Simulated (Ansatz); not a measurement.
Al2O2H6⁻, that is (H2Al-mu-OH)2 with one electron more. The state is a doublet with charge -1. Geometry r2SCAN-D4/def2-SVP, that of the neutral singlet; atoms count from 1.

```xyz
10

Al    0.251    1.409    0.004
H    -0.297    2.284    1.211
H     1.070    2.049   -1.198
O    -0.988    0.178   -0.669
Al   -0.251   -1.409   -0.004
H     0.297   -2.285   -1.211
H    -1.070   -2.048    1.198
O     0.988   -0.178    0.669
H    -1.467    0.266   -1.501
H     1.467   -0.266    1.501
```

The highest occupied level of the charge -1 doublet lies above zero (up to 1.45 eV). By energy differences it is unbound by 0.29 eV (vertical, to the charge 0 singlet, at PBE0-D4/def2-TZVPD) and held by the finite basis.

Problem. Estimate the Mulliken populations from the PBE0/def2-TZVPD orbitals of Ansatz.

Solution. 
| atom | charge (e) | spin (α − β) |
| --- | --- | --- |
| Al1 | 0.48 | -0.19 |
| H2 | -0.15 | 0.03 |
| H3 | -0.15 | 0.03 |
| O4 | -1.12 | 0.75 |
| Al5 | 0.48 | -0.19 |
| H6 | -0.15 | 0.03 |
| H7 | -0.15 | 0.03 |
| O8 | -1.12 | 0.75 |
| H9 | 0.44 | -0.11 |
| H10 | 0.44 | -0.11 |
Mulliken values and Mayer orders depend strongly on the basis. With diffuse functions, as here, like atoms can get unlike values, and bond orders can come out too low or too high.

Problem. Where does the spin sit?

Solution. Summed by element: Al -0.38, H -0.12, O 1.49, of 1 unpaired in all. Largest on single atoms: O4 0.75, O8 0.75, Al1 -0.19.

Problem. And the Mayer bond orders between bonded heavy atoms (over 0.3)?

Solution. Al1–O4 0.44 (1.87 Å); Al1–O8 0.44 (1.87 Å); O4–Al5 0.44 (1.87 Å); Al5–O8 0.44 (1.87 Å). Values over 0.3 also appear between atoms too far apart for a bond (O4–O8 1.09 at 2.41 Å); they arise where an orbital or an unpaired electron spreads over both atoms.
